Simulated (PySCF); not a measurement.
Cl6Y2, SMILES [Cl][Y]12([Cl])<-[Cl][Y]1([Cl])([Cl])<-[Cl]2. Geometry: PBE-D3(BJ)/def2-SVP. The spin state was assumed, not searched. The def2 effective core potentials stand for the cores of Y; spin–orbit coupling is left out. Other conformers were not sampled.

### Question
Give the equilibrium geometry at PBE-D3(BJ)/def2-SVP (PySCF confirms it by a frequency run) as a Z-matrix, and its point group. (An estimate is asked for; the answer gives what the named calculation found.)

### Answer
One answer among several that fit: point group D2h.
```
Cl
Y 1 2.6504
Cl 2 2.4317 1 113.00
Cl 2 2.4317 3 116.33 1 133.14
Y 1 2.6504 2 95.60 3 -112.64
Cl 5 2.4317 1 113.00 2 112.64
Cl 5 2.4317 6 116.33 1 -133.14
Cl 2 2.6504 3 113.00 4 133.14
```
